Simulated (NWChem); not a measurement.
System: C$_{8}$H$_{11}$Al; SMILES [c]1([Al]([CH3])[CH3])ccccc1

NWChem input:

```
start job
memory heap 200 mb stack 900 mb global 1100 mb
geometry units angstroms noautoz
  Al     0.000000     0.000000     1.721287
  C     -0.000730    -1.733256     2.666680
  H     -0.878950    -2.338495     2.401882
  H     -0.001853    -1.619398     3.757194
  H      0.878161    -2.338307     2.403682
  C      0.000730     1.733256     2.666680
  H      0.878950     2.338495     2.401882
  H      0.001853     1.619398     3.757194
  H     -0.878161     2.338307     2.403682
  C      0.000000     0.000000    -0.244261
  C     -0.000018     1.201964    -0.984769
  C     -0.000027     1.208377    -2.381081
  C      0.000000     0.000000    -3.081693
  C      0.000027    -1.208377    -2.381081
  C      0.000018    -1.201964    -0.984769
  H     -0.000033     2.157345    -0.461731
  H     -0.000034     2.151361    -2.922843
  H      0.000000     0.000000    -4.169023
  H      0.000034    -2.151361    -2.922843
  H      0.000033    -2.157345    -0.461731
end
basis spherical
  Al library def2-svp
  C library def2-svp
  H library def2-svp
end
dft
  xc xpbe96 cpbe96
  iterations 150
  semidirect filesize 400000000
  mulliken
end
task dft energy
```

NWChem printed, in part:

```
             Northwest Computational Chemistry Package (NWChem) 7.3.0
             --------------------------------------------------------

 C2V symmetry detected

                             Geometry "geometry" -> ""
                             -------------------------

 Output coordinates in angstroms (scale by  1.889725989 to convert to a.u.)

  No.       Tag          Charge          X              Y              Z
 ---- ---------------- ---------- -------------- -------------- --------------
    1 Al                  13.0000     0.00000000     0.00000000     1.71825489
    2 C                    6.0000     0.00000000    -1.73325612     2.66364789
    3 H                    1.0000    -0.87855546    -2.33840103     2.39974989
    4 H                    1.0000     0.00000000    -1.61939835     3.75416189
    5 H                    1.0000     0.87855546    -2.33840103     2.39974989
    6 C                    6.0000     0.00000000     1.73325612     2.66364789
    7 H                    1.0000     0.87855546     2.33840103     2.39974989
    8 H                    1.0000     0.00000000     1.61939835     3.75416189
    9 H                    1.0000    -0.87855546     2.33840103     2.39974989
   10 C                    6.0000     0.00000000     0.00000000    -0.24729311
   11 C                    6.0000     0.00000000     1.20196397    -0.98780111
   12 C                    6.0000     0.00000000     1.20837697    -2.38411311
   13 C                    6.0000     0.00000000     0.00000000    -3.08472511
   14 C                    6.0000     0.00000000    -1.20837697    -2.38411311
   15 C                    6.0000     0.00000000    -1.20196397    -0.98780111
   16 H                    1.0000     0.00000000     2.15734495    -0.46476311
   17 H                    1.0000     0.00000000     2.15136095    -2.92587511
   18 H                    1.0000     0.00000000     0.00000000    -4.17205511
   19 H                    1.0000     0.00000000    -2.15136095    -2.92587511
   20 H                    1.0000     0.00000000    -2.15734495    -0.46476311

 Effective nuclear repulsion energy (a.u.)     449.1114024734

      Symmetry information
      --------------------

 Group name             C2v
 Group number             16
 Group order               4
 No. of unique centers    11

  pbe96 is a nonlocal functional; adding pw91lda local functional.

                                 NWChem DFT Module
                                 -----------------

 Summary of "ao basis" -> "ao basis" (spherical)
 ------------------------------------------------------------------------------
       Tag                 Description            Shells   Functions and Types
 ---------------- ------------------------------  ------  ---------------------
 Al                         def2-svp                 8       18   4s3p1d
 C                          def2-svp                 6       14   3s2p1d
 H                          def2-svp                 3        5   2s1p

      Symmetry analysis of basis
      --------------------------

        a1         73
        a2         23
        b1         31
        b2         58

            General Information
            -------------------
          SCF calculation type: DFT
          Wavefunction type:  closed shell.
          No. of atoms     :    20
          No. of electrons :    72
           Alpha electrons :    36
            Beta electrons :    36
          Charge           :     0
          Spin multiplicity:     1
          Use of symmetry is: on ; symmetry adaption is: on
          Maximum number of iterations: 150
          AO basis - number of functions:   185
                     number of shells:    89
          Convergence on energy requested:  1.00D-06
          Convergence on density requested:  1.00D-05
          Convergence on gradient requested:  5.00D-04

              XC Information
              --------------
          PerdewBurkeErnzerhof Exchange Functional  1.000
            Perdew 1991 LDA Correlation Functional  1.000 local
           PerdewBurkeErnz. Correlation Functional  1.000 non-local

             Grid Information
             ----------------
          Grid used for XC integration:  medium
          Radial quadrature: Mura-Knowles
          Angular quadrature: Lebedev.
          Tag              B.-S. Rad. Rad. Pts. Rad. Cut. Ang. Pts.
          ---              ---------- --------- --------- ---------
          Al                  1.25       88          13.0       590
          C                   0.70       49          15.0       434
          H                   0.35       45          15.0       434
          Grid pruning is: on
          Number of quadrature shells:   558
          Spatial weights used:  Erf1

      Superposition of Atomic Density Guess
      -------------------------------------

 Sum of atomic energies:        -548.28197055

      Non-variational initial energy
      ------------------------------

 Total energy =    -554.153104
 1-e energy   =   -1637.546867
 2-e energy   =     634.282360
 HOMO         =      -0.309286
 LUMO         =      -0.041038

      Symmetry analysis of molecular orbitals - initial
      -------------------------------------------------

  Numbering of irreducible representations:

     1 a1          2 a2          3 b1          4 b2

  Orbital symmetries:

     1 a1          2 a1          3 b2          4 a1          5 a1
     6 b2          7 a1          8 b2          9 a1         10 a1
    11 b2         12 a1         13 b1         14 a1         15 a1
    16 b2         17 a1         18 b2         19 b2         20 a1
    21 a1         22 a1         23 b2         24 a1         25 a1
    26 b2         27 b1         28 a2         29 b2         30 b1
    31 a1         32 b2         33 b2         34 b1         35 a1
    36 a2         37 b1         38 a2         39 a1         40 b1
    41 b2         42 a1         43 a1         44 a1         45 b2
    46 a1

------------------------------------------------------------
EAF file 0: "./job.aoints.0" size=92274688 bytes
------------------------------------------------------------
               write      read    awrite     aread      wait
               -----      ----    ------     -----      ----
     calls:      176         0         0         0         0
   data(b): 9.23e+07  0.00e+00  0.00e+00  0.00e+00
   time(s): 0.00e+00  0.00e+00  0.00e+00  0.00e+00  0.00e+00
rate(mb/s): 0.00e+00  0.00e+00
------------------------------------------------------------

     ---------------------------------------------
      Total Density - Mulliken Population Analysis
     ---------------------------------------------

    Atom       Charge   Shell Charges
 -----------   ------   -------------------------------------------------------
    1 Al  13    11.95   2.00  1.99  0.88  0.12  5.93  0.61  0.27  0.15
    2 C    6     6.75   1.99  0.97  0.31  2.15  1.32  0.01
    3 H    1     0.86   0.65  0.18  0.03
    4 H    1     0.87   0.66  0.19  0.03
    5 H    1     0.86   0.65  0.18  0.03
    6 C    6     6.75   1.99  0.97  0.31  2.15  1.32  0.01
    7 H    1     0.86   0.65  0.18  0.03
    8 H    1     0.87   0.66  0.19  0.03
    9 H    1     0.86   0.65  0.18  0.03
   10 C    6     6.40   1.99  1.02  0.24  2.01  1.11  0.03
   11 C    6     6.07   1.99  0.97  0.31  1.94  0.82  0.04
   12 C    6     6.07   1.99  0.97  0.27  1.97  0.83  0.04
   13 C    6     6.05   1.99  0.97  0.27  1.95  0.83  0.04
   14 C    6     6.07   1.99  0.97  0.27  1.97  0.83  0.04
   15 C    6     6.07   1.99  0.97  0.31  1.94  0.82  0.04
   16 H    1     0.93   0.69  0.22  0.02
   17 H    1     0.92   0.68  0.22  0.02
   18 H    1     0.92   0.68  0.22  0.02
   19 H    1     0.92   0.68  0.22  0.02
   20 H    1     0.93   0.69  0.22  0.02

   convergence    iter        energy       DeltaE   RMS-Dens  Diis-err
 ---------------- ----- ----------------- --------- --------- ---------
 d= 0,ls=0.0,diis     1   -552.9807325487 -1.00D+03  7.40D-03  6.79D-01
 d= 0,ls=0.0,diis     2   -553.0225639752 -4.18D-02  3.87D-03  2.23D-01
 d= 0,ls=0.0,diis     3   -553.0251652175 -2.60D-03  2.37D-03  1.97D-01
 d= 0,ls=0.0,diis     4   -553.0497782145 -2.46D-02  8.09D-04  2.49D-02
 d= 0,ls=0.0,diis     5   -553.0535555530 -3.78D-03  1.66D-04  5.83D-04
  Resetting Diis
 d= 0,ls=0.0,diis     6   -553.0536319643 -7.64D-05  3.91D-05  5.76D-05
 d= 0,ls=0.0,diis     7   -553.0536384339 -6.47D-06  3.18D-05  9.00D-06
 d= 0,ls=0.0,diis     8   -553.0536351791  3.25D-06  2.11D-05  3.33D-05
 d= 0,ls=0.0,diis     9   -553.0536396350 -4.46D-06  3.06D-06  2.59D-07
 d= 0,ls=0.0,diis    10   -553.0536396662 -3.12D-08  1.30D-06  5.47D-08

         Total DFT energy =     -553.053639666230
      One electron energy =    -1646.857422473355
           Coulomb energy =      710.216897602290
    Exchange-Corr. energy =      -65.524517268608
 Nuclear repulsion energy =      449.111402473443

 Numeric. integr. density =       72.000037439504

                  Occupations of the irreducible representations
                  ----------------------------------------------

                     irrep           alpha         beta
                     --------     --------     --------
                     a1               18.0         18.0
                     a2                2.0          2.0
                     b1                4.0          4.0
                     b2               12.0         12.0

                       DFT Final Molecular Orbital Analysis
                       ------------------------------------

 Vector   34  Occ=2.000000D+00  E=-2.281967D-01  Symmetry=a1
              MO Center= -8.3D-14, -2.2D-14,  5.2D-01, r^2= 4.7D+00
   Bfn.  Coefficient  Atom+Function         Bfn.  Coefficient  Atom+Function
  ----- ------------  ---------------      ----- ------------  ---------------
    82      0.385270  10 C  pz               79      0.285419  10 C  s
    10     -0.235285   1 Al pz               96     -0.154858  11 C  pz
   152     -0.154858  15 C  pz              110      0.151811  12 C  pz
   138      0.151811  14 C  pz               23     -0.144956   2 C  py
    52      0.144956   6 C  py                7      0.142574   1 Al pz

 Vector   35  Occ=2.000000D+00  E=-2.280161D-01  Symmetry=b1
              MO Center=  8.2D-14, -6.9D-15, -1.5D+00, r^2= 3.3D+00
   Bfn.  Coefficient  Atom+Function         Bfn.  Coefficient  Atom+Function
  ----- ------------  ---------------      ----- ------------  ---------------
   122     -0.343205  13 C  px               80      0.340101  10 C  px
    83      0.234576  10 C  px              125     -0.230337  13 C  px
    94      0.171388  11 C  px              150      0.171388  15 C  px
   108     -0.169753  12 C  px              136     -0.169753  14 C  px
    97      0.114141  11 C  px              153      0.114141  15 C  px

 Vector   36  Occ=2.000000D+00  E=-2.256512D-01  Symmetry=a2
              MO Center= -2.6D-16,  3.0D-15, -1.7D+00, r^2= 3.0D+00
   Bfn.  Coefficient  Atom+Function         Bfn.  Coefficient  Atom+Function
  ----- ------------  ---------------      ----- ------------  ---------------
   108      0.306278  12 C  px              136     -0.306278  14 C  px
    94      0.303128  11 C  px              150     -0.303128  15 C  px
   111      0.205839  12 C  px              139     -0.205839  14 C  px
    97      0.204428  11 C  px              153     -0.204428  15 C  px

 Vector   37  Occ=0.000000D+00  E=-6.661459D-02  Symmetry=b1
              MO Center=  9.6D-16, -1.5D-15,  3.6D-02, r^2= 6.3D+00
   Bfn.  Coefficient  Atom+Function         Bfn.  Coefficient  Atom+Function
  ----- ------------  ---------------      ----- ------------  ---------------
    11      0.530576   1 Al px              125      0.309973  13 C  px
     8      0.281348   1 Al px              122      0.273949  13 C  px
    83      0.238864  10 C  px               97     -0.217013  11 C  px
   153     -0.217013  15 C  px               94     -0.196564  11 C  px
   150     -0.196564  15 C  px               80      0.184743  10 C  px

 Vector   38  Occ=0.000000D+00  E=-3.472963D-02  Symmetry=a2
              MO Center= -1.8D-16, -8.7D-15, -1.7D+00, r^2= 3.5D+00
   Bfn.  Coefficient  Atom+Function         Bfn.  Coefficient  Atom+Function
  ----- ------------  ---------------      ----- ------------  ---------------
    97      0.423446  11 C  px              153     -0.423446  15 C  px
   111     -0.419906  12 C  px              139      0.419906  14 C  px
    94      0.329656  11 C  px              108     -0.329444  12 C  px
   136      0.329444  14 C  px              150     -0.329656  15 C  px
    34      0.048230   3 H  s                44     -0.048230   5 H  s

 Vector   39  Occ=0.000000D+00  E=-8.581253D-03  Symmetry=b1
              MO Center=  4.7D-14,  1.2D-14, -3.3D-02, r^2= 7.4D+00
   Bfn.  Coefficient  Atom+Function         Bfn.  Coefficient  Atom+Function
  ----- ------------  ---------------      ----- ------------  ---------------
    11      0.643479   1 Al px               83     -0.435961  10 C  px
   125     -0.391880  13 C  px               80     -0.325720  10 C  px
   122     -0.282786  13 C  px              111      0.240602  12 C  px
   139      0.240602  14 C  px                8      0.232611   1 Al px
   108      0.178502  12 C  px              136      0.178502  14 C  px

------------------------------------------------------------
EAF file 0: "./job.aoints.0" size=156237824 bytes
------------------------------------------------------------
               write      read    awrite     aread      wait
               -----      ----    ------     -----      ----
     calls:      298         9         0      2673      2673
   data(b): 1.56e+08  4.72e+06  0.00e+00  1.40e+09
   time(s): 0.00e+00  0.00e+00  0.00e+00  0.00e+00  0.00e+00
rate(mb/s): 0.00e+00  0.00e+00
------------------------------------------------------------

     ---------------------------------------------
      Total Density - Mulliken Population Analysis
     ---------------------------------------------

    Atom       Charge   Shell Charges
 -----------   ------   -------------------------------------------------------
    1 Al  13    12.36   2.00  1.98  0.95  0.08  5.91  0.84  0.41  0.18
    2 C    6     6.37   1.98  0.89  0.28  2.12  1.08  0.01
    3 H    1     0.95   0.72  0.20  0.03
    4 H    1     0.95   0.73  0.20  0.03
    5 H    1     0.95   0.72  0.20  0.03
    6 C    6     6.37   1.98  0.89  0.28  2.12  1.08  0.01
    7 H    1     0.95   0.72  0.20  0.03
    8 H    1     0.95   0.73  0.20  0.03
    9 H    1     0.95   0.72  0.20  0.03
   10 C    6     6.17   1.99  0.94  0.26  2.07  0.89  0.03
   11 C    6     6.01   1.98  0.92  0.32  2.08  0.67  0.03
   12 C    6     5.98   1.98  0.92  0.26  2.10  0.68  0.03
   13 C    6     5.99   1.98  0.92  0.26  2.10  0.69  0.03
   14 C    6     5.98   1.98  0.92  0.26  2.10  0.68  0.03
   15 C    6     6.01   1.98  0.92  0.32  2.08  0.67  0.03
   16 H    1     1.02   0.76  0.23  0.02
   17 H    1     1.02   0.76  0.23  0.02
   18 H    1     1.01   0.76  0.23  0.02
   19 H    1     1.02   0.76  0.23  0.02
   20 H    1     1.02   0.76  0.23  0.02

     -------------------------------------------
      Total Density - Lowdin Population Analysis
     -------------------------------------------

[...]
```

Level: PBE/def2-SVP. All runs use the structure optimised with B3LYP/6-31G* (spherical d). Not confirmed as a minimum by frequencies.
